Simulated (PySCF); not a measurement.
## Excited states of Tl+ (thallium, charge +1)

Ground state [Xe] 4f14 5d10 6s2, ¹S. All numbers are calculated (PySCF 2.14, a scalar-relativistic core potential, in def2-TZVP with the def2 core potential (60 electrons) (6s5p3d2f, 50 functions)). Vertical excitation energies in eV without spin-orbit coupling; excited terms of each kind are numbered among those the solver found. Frozen: 5s2 5p6.

```json
{"term": "1 3P°", "leading excitation": "6s → p", "EOM-EE-CCSD": "7.129"}
{"term": "1 1P°", "leading excitation": "6s → p", "EOM-EE-CCSD": "9.372"}
{"term": "2 3P°", "leading excitation": "6s → p", "EOM-EE-CCSD": "14.888"}
{"term": "1 3S", "leading excitation": "6s → s", "EOM-EE-CCSD": "14.898"}
{"term": "1 1D", "leading excitation": "6s → d", "EOM-EE-CCSD": "15.048"}
{"term": "2 1P°", "leading excitation": "6s → p", "EOM-EE-CCSD": "15.216"}
{"term": "1 3D", "leading excitation": "6s → d", "EOM-EE-CCSD": "15.256"}
{"term": "1 1S", "leading excitation": "6s → s", "EOM-EE-CCSD": "15.765"}
{"term": "1 3F°", "leading excitation": "5d → p", "EOM-EE-CCSD": "15.948"}
{"term": "1 1F°", "leading excitation": "5d → p", "EOM-EE-CCSD": "16.331"}
```

The spin-orbit splitting of the hole, absent here, rivals or exceeds the spacing of these terms, so the LS terms are model states.

Only the lower part of the computed list is shown. Doubly excited terms such as np² are absent. The solver can miss terms. Rydberg members are limited by the diffuse functions of the basis.
